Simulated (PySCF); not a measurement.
CH₆N₂O₂W, SMILES C[N]=[W](=[NH])([OH])[OH], multiplicity 1.

Geometry: PBE0-D3(BJ)/def2-SVP. The multiplicity is an assumed one; other spin states were not compared. The def2 effective core potentials stand for the cores of W; spin–orbit coupling is left out. Other conformers were not sampled.

Method: TDDFT-CAM-B3LYP/def2-SVPD in PySCF.

Vertical excitations. Isolated molecule, no solvent.

Task: Estimate the UV-visible absorptions. (Estimate from the structure and the level; the computed values follow.)

Result: 
| state | energy (eV) | λ (nm) | f | main pairs |
|---|---|---|---|---|
| S1 | 4.81 | 258 | 0.002 | HOMO→LUMO 52 %, HOMO→LUMO+2 34 % |
| S2 | 5.13 | 242 | 0.005 | HOMO→LUMO+1 53 %, HOMO→LUMO+2 18 %, HOMO−1→LUMO+2 12 %, HOMO−1→LUMO 11 % |
| S3 | 5.33 | 233 | 0.008 | HOMO−1→LUMO+1 63 %, HOMO−1→LUMO 19 % |
| S4 | 5.68 | 218 | 0.001 | HOMO−2→LUMO 32 %, HOMO−2→LUMO+1 13 %, HOMO→LUMO+1 9 %, HOMO−2→LUMO+2 8 % |
| S5 | 5.69 | 218 | 0.006 | HOMO→LUMO+1 22 %, HOMO−1→LUMO+2 15 %, HOMO→LUMO+5 15 %, HOMO−2→LUMO 10 % |
| S6 | 5.92 | 210 | 0.001 | HOMO−2→LUMO+1 28 %, HOMO→LUMO+3 18 %, HOMO→LUMO+7 12 %, HOMO−3→LUMO 8 % |
| S7 | 6.16 | 201 | 0.085 | HOMO−1→LUMO 26 %, HOMO→LUMO+2 20 %, HOMO→LUMO 18 %, HOMO−1→LUMO+1 7 % |
| S8 | 6.20 | 200 | 0.016 | HOMO−1→LUMO+2 33 %, HOMO−1→LUMO+1 21 %, HOMO−1→LUMO+5 14 %, HOMO−1→LUMO 8 % |
| S9 | 6.23 | 199 | 0.007 | HOMO−3→LUMO+1 46 %, HOMO−3→LUMO+2 17 % |
| S10 | 6.35 | 195 | 0.005 | HOMO→LUMO+3 19 %, HOMO−2→LUMO+2 14 %, HOMO→LUMO+5 8 %, HOMO−3→LUMO 7 % |
| T1 | 4.40 | 282 | 0 | HOMO→LUMO+1 32 %, HOMO→LUMO 28 %, HOMO−1→LUMO 12 %, HOMO−1→LUMO+2 8 % |
| T2 | 4.54 | 273 | 0 | HOMO→LUMO+2 53 %, HOMO→LUMO 22 % |
| T3 | 4.67 | 265 | 0 | HOMO−1→LUMO 29 %, HOMO−1→LUMO+2 25 %, HOMO→LUMO+1 20 %, HOMO→LUMO+2 5 % |
| T4 | 4.96 | 250 | 0 | HOMO−2→LUMO+2 33 %, HOMO−3→LUMO 12 %, HOMO−2→LUMO 8 %, HOMO−3→LUMO+2 7 % |
Triplets are in the Tamm–Dancoff approximation, which puts them higher than full response would, so one can lie above its singlet here.
